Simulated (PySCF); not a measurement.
Hf(Cl)3(NH2) (Cl3H2HfN), SMILES [NH2][Hf]([Cl])([Cl])[Cl], multiplicity 1. Heavy atoms are numbered as in [Hf:1]([Cl:2])([Cl:3])([Cl:4])[NH2:5]. Hydrogens are named by the atom that carries them.

The structure is a stationary point at B3LYP-D3(BJ)/def2-SVP. The spin state was assumed, not searched. The structure was generated by enumeration; whether it is a known compound was not checked. The def2 effective core potentials stand for the cores of Hf; spin–orbit coupling is left out. The values are those of a single conformer.

Method: PBE/def2-TZVP (PySCF).

ESP charges are fitted to the potential on shells at 1.4 to 2.0 van der Waals radii. Atomic charges (e), one atom of each kind:

```
atom      Löwdin  ESP fit
--------  ------  -------
Hf1          ___     0.79
Cl2          ___    -0.23
N5 (NH2)     ___    -0.92
H on N5      ___     0.38
```

Q: Complete the blanks. (The exact figures need the calculation; the answer reports its results.)

A: 
- Hf1, Löwdin: -0.17
- Cl2, Löwdin: 0.06
- N5 (NH2), Löwdin: -0.35
- H on N5, Löwdin: 0.16
